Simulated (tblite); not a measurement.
Compound: C4H10N2OSi2.
Geometry (GFN2-xTB, Å), atoms numbered from 1 in this order:
```xyz
19
C4H10N2OSi2 angstrom
N     -0.3190    1.9191   -2.6399
C     -0.2082    0.6887   -2.3499
C     -0.3432    0.1760   -1.0015
C     -0.2210   -1.1311   -0.7018
Si    -0.3987   -1.7330    1.0751
Si     1.4743   -1.2903    2.3595
C     -0.6040    1.0541    0.1569
N     -0.7095    2.3617   -0.0687
O     -0.6962    0.5541    1.2822
H     -0.2117    2.1471   -3.6243
H     -0.0089   -0.0898   -3.0980
H      0.0076   -1.8307   -1.4928
H     -0.3440   -3.2072    0.8079
H     -1.7549   -1.5901    1.5995
H      1.7086    0.0990    2.7494
H      1.4056   -2.0729    3.5972
H      2.7088   -1.7106    1.6779
H     -0.8806    2.9893    0.6994
H     -0.6148    2.6758   -1.0356
```

Calculated harmonic vibrations of the isolated species, GFN2-xTB (tblite), most abundant isotopes, no scaling. This tight-binding method is rough: wavenumbers can miss measured ones by several per cent, in bad cases by 10 to 20. Modes of hydrogen on silicon can be 10 to 20 % off. One conformer, not necessarily the lowest. The optimisation stopped once no atom felt more than 0.01 eV/Å.

Lowest wavenumbers of the output (negative numbers stand for imaginary wavenumbers):
```
mode    cm-1
  1     -72.9
  2      50.4
  3      64.2
  4     122.8
  5     155.4
  6     158.0
  7     229.8
  8     299.2
  9     328.0
 10     362.0
 11     402.5
 12     432.0
 13     451.3
 14     466.8
 15     498.4
```

Is this structure a minimum?

No. 1 mode is imaginary beyond 20i (73i cm⁻¹), so at this level the point lies at or near a first-order saddle.

Which atoms move in the imaginary mode?

73i: H15 (Si–H hydrogen) 34 %, H16 (Si–H hydrogen) 33 %, H17 (Si–H hydrogen) 32 %. These are shares of the mass-weighted motion.

What is the remedy?

Step along that mode in both directions, optimise again with tighter thresholds and repeat the frequencies. The zero-point energy of this point (80.7 kcal/mol) counts the 50 real modes alone, and thermal corrections from it aren't those of a minimum.
